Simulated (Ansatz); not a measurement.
Frontier orbitals of AlFH2S2, SMILES `[F][Al]([SH])[SH]`.

Z-matrix (Å, degrees):
```
Al
S 1 2.165
S 1 2.165 2 121.3
F 1 1.646 2 119.4 3 -180.0
H 2 1.346 1 91.5 3 -179.7
H 3 1.346 1 91.5 2 -179.7
```

The species carries charge 0 and has multiplicity 1. Geometry: relaxed with PBE0-D4/def2-TZVP. It is one conformer, not always the lowest. Basis def2-TZVPP, Ansatz 0.2.0.

A caution on the coupled-cluster cation, which keeps the state that its UHF reference found: large T1 diagnostic of the cation.

| functional | HOMO (eV) | LUMO (eV) | gap (eV) |
| --- | --- | --- | --- |
| PBE | -6.67 | -1.65 | 5.02 |
| PBE0 | -7.90 | -0.82 | 7.08 |
| B3LYP | -7.62 | -1.08 | 6.54 |
| r2SCAN0 | -8.08 | -0.58 | 7.50 |
| ωB97M-V | -10.04 | 0.85 | 10.89 |
| HF | -10.63 | 2.15 | 12.78 |

What is the vertical ionisation energy at frozen-core CCSD(T)/CBS(def2)? (Best estimate.)

Computed: 10.48 eV (T1 of the cation 0.046).

From PBE to PBE0 the HOMO moves by −1.22 eV and the LUMO by +0.83 eV, and with ωB97M-V by −3.37 and +2.50 eV, so the gap grows from 5.03 to 10.89 eV with exact exchange. A positive LUMO is unbound and depends on the basis. −ε(HOMO) differs from that ionisation energy by −3.81 eV with PBE and −0.44 eV with ωB97M-V.

B3LYP here is the variant with VWN-RPA as its local correlation; programs differ in this.
